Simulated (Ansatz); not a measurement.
C2HAlF2Se (`F[C]1=C(F)[Se][AlH]1`). Charge 0, multiplicity 1.

```csv
atom,x (Å),y (Å),z (Å)
F1,1.370,1.573,0.573
C2,0.549,0.593,0.181
C3,-0.538,0.233,0.882
F4,-0.954,0.760,2.017
Se5,-1.586,-1.224,0.113
Al6,0.273,-0.703,-1.210
H7,0.886,-1.231,-2.556
```

**Question.** What are the harmonic wavenumbers in cm⁻¹ at PBE0-D4/def2-TZVP (Ansatz, finite differences of forces, unscaled)? (An estimate is asked.)

**Answer.** Computed: 96, 248, 259, 303, 329, 358, 465, 504, 555, 593, 871, 1111, 1245, 1652, 1988.

**Question.** Is this a minimum?

**Answer.** Yes, all 15 modes are real.

**Question.** Give the ideal-gas thermochemistry at 298.15 K and 1 bar (rigid rotor, harmonic oscillator; point group Cs, symmetry number 1).

**Answer.** Zero-point energy 63.3 kJ/mol; H(298) − E = 83.1 kJ/mol; entropy 348.7 J/(mol·K), of which translation 172.8, rotation 119.8, vibration 56.0; G(298) − E = -20.8 kJ/mol. Modes under 100 cm⁻¹ are hindered rotations or soft bends, so the harmonic entropy is rough.

**Question.** Rotational constants (cm⁻¹)?

**Answer.** 0.09797, 0.05189, 0.03392.
